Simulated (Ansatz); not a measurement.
Which method gave which barrier?

Saddle point of SiNH6ClO, singlet (SiNH₄Cl ([NH2][SiH2][Cl]) + H₂O → SiH₃ClO ([OH][SiH2][Cl]) + NH₃ (still joined by a long Si–N bond); bonds formed: Si1–O7, N2–H6; bonds broken: H6–O7; bonds weakened to dative contacts: Si1–N2), PBE0-D4/def2-TZVP structure:

```
atom    x (Å)    y (Å)    z (Å)
 Si1  -0.5995   0.1984  -0.5158
  N2   0.0310  -0.8113   0.9294
  H3  -0.5800  -0.5372  -1.8005
  H4  -2.0511   0.1287  -0.1368
 Cl5  -0.5792   2.3053  -0.4787
  H6   1.1120  -0.3367   0.4492
  O7   1.3542   0.2563  -0.5828
  H8  -0.3261  -0.5243   1.8319
  H9  -0.1077  -1.8105   0.8312
 H10   1.7463   1.1313  -0.5270
```

Program: Ansatz 0.2.0. Basis: def2-TZVPP, with def2-QZVPP for the basis limit. Cores are frozen in the correlated methods. Extrapolation: Hartree–Fock as exp(−7.88 √X), correlation as X^−2.97. Four methods, as single points on the PBE0-D4 structures, gave these electronic barriers from the start structure: 1.076, 1.147, 1.230, 1.830 eV.

**Question.** The methods were, in alphabetical order, BLYP-D4, CCSD(T), HF, PBE0-D4. Which gave which? (A judgement: the text doesn't fix the answer.)

**Answer.** Computed: PBE0-D4 1.076; BLYP-D4 1.147; CCSD(T) 1.230; HF 1.830 eV. For comparison, CCSD(T) at an estimated basis limit (MP2 extrapolated from triple and quadruple zeta, plus CCSD(T) − MP2 in triple zeta) gives 1.237 eV.

The T1 diagnostic stays at or below 0.011.

The step is the kind of ligand exchange by which a precursor binds to a hydroxyl group, or is hydrolysed, in atomic layer deposition of oxides.

Labels in which every atom is bracketed show which atoms are joined, not bond orders.

For scale, one of the runs: CCSD(T)/def2-TZVPP, 230 basis functions, launched by `ansatz run in.yaml --threads 4 --pin off --events-out ev --progress --plain --max-ram 9574MiB`. Time: 25 s of wall clock on 4 CPU threads of an AMD EPYC 9R45; the host was shared. Peak host memory: 3.9 GiB.
